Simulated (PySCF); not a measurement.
# What a mistake does to a calculation on AlClH3N

These are calculations, not measurements. They come from PySCF 2.14.0, an open-source quantum chemistry program, on an isolated molecule that a program drew, which may never have been made. The molecule is AlClH3N (charge 0, singlet), drawn as the SMILES string `[NH2][AlH][Cl]`.

Each row is a Hartree-Fock (HF) and frozen-core CCSD(T) single point in the cc-pV(D+d)Z basis, meant for a local HF minimum. Run 1 is clean. Each other run has one planted mistake out of seven kinds, and not every kind appears here: one electron removed, one electron added, multiplicity raised by two, geometry at a saddle point, minimal basis STO-3G, one bond length entered in bohr, all coordinates scaled. The reference is restricted for singlets and unrestricted otherwise, and also for a bond in bohr. Adding or removing an electron swaps singlet and doublet. Electrons count all cores. HOMO and LUMO are orbital energies over both spins, the gradient is its largest component, and the lowest frequency (negative if imaginary) is given only where the gradient is small. Bond lengths are over the 5 bonds as drawn. T1 is the CCSD diagnostic: over 0.02 (restricted) or 0.045 (unrestricted) a single reference is doubtful.

Geometry of the clean run:
```xyz
6
AlClH3N, angstrom
N     0.4528    1.1004   -0.2609
Al    1.0456    0.6862    1.3344
Cl    2.6814    1.7933    2.0948
H     0.8244    1.8222   -0.8498
H    -0.3135    0.6456   -0.7214
H     0.4118   -0.4557    2.1940
```

```
run,electrons,basis functions,<S^2>,HOMO (eV),LUMO (eV),gradient (hartree/bohr),lowest frequency (cm^-1),mean bond (Å),longest bond (Å),T1,HF (hartree),CCSD(T) (hartree),mistake
1,40,75,0.000,-11.17,2.40,3.8e-05,196,1.4875,2.117,0.0116,-757.73700,-758.15279,no fault
2,41,75,0.766,1.64,7.96,3.5e-02,-,1.4875,2.117,0.0115,-757.66233,-758.08768,one electron added
3,40,75,2.035,-4.23,-1.08,1.1e-01,-,1.4875,2.117,0.0159,-757.55125,-757.93767,multiplicity raised by two
4,40,75,1.013,-7.39,1.03,1.9e-02,-,1.7992,3.310,0.0121,-757.60263,-757.98201,one bond length entered in bohr
5,40,75,0.000,-11.59,2.99,9.7e-02,-,1.3462,1.915,0.0090,-757.67185,-758.08027,?
```

**Which mistake was planted in run 5, and what did it cost?**

The mean and the longest bond both change by the same factor, 0.905, and the gradient is no longer small. So the mistake is: all coordinates scaled. Subtracting run 1 and multiplying by 627.51 kcal/mol a hartree, the energy moved by 40.9 kcal/mol in HF and 45.5 kcal/mol in CCSD(T).

Cautions from the logs. Run 2: the HOMO is above zero, so the electron isn't bound and the energy depends on the basis.
